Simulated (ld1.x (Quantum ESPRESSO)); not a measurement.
**PBEsol PAW dataset for bromine (Br), scalar-relativistic all-electron reference.**

Br (Z = 35), PAW, made with ld1.x (Quantum ESPRESSO) 7.5 (PBEsol, scalar-relativistic). Core [Ar], reference 3d10 4s2 4p3 (charge +2). Waves: 4s (bound): rcut 1.20, rcutus 1.55 bohr; 4s channel at 1.85 Ry: rcut 1.20, rcutus 1.55 bohr; 4p (bound): rcut 1.30, rcutus 1.65 bohr; 4p channel at 0.65 Ry: rcut 1.30, rcutus 1.65 bohr; 3d (bound): rcut 0.80, rcutus 1.10 bohr; 3d channel at -2.9 Ry: rcut 0.80, rcutus 1.10 bohr. Local part: all-electron potential smoothed inside 1.10 bohr (lloc = -1). Core correction: Bessel-smoothed model core, default radius (core density twice the valence density). Augmentation charge: GAUSS, radius 0.70 bohr.

- Cutoffs needed: 140 Ry and 200 Ry (the cutoffs (Ry, on a coarse ladder) from which the occupation-weighted sum of valence levels, in a spherical-Bessel basis at the reference potential, stays within 10 and 1 mRy of its value at 400 Ry)
- Ghost test: no extra level below or beside the all-electron valence levels (s, p, d, f tested) (spherical-Bessel basis up to 400 Ry, 20 bohr box)
- Configuration tests: test run stopped at test 3 of 7 (negative rho)
- Lowest eigenvalue of the overlap operator: 0.15 (d channel)
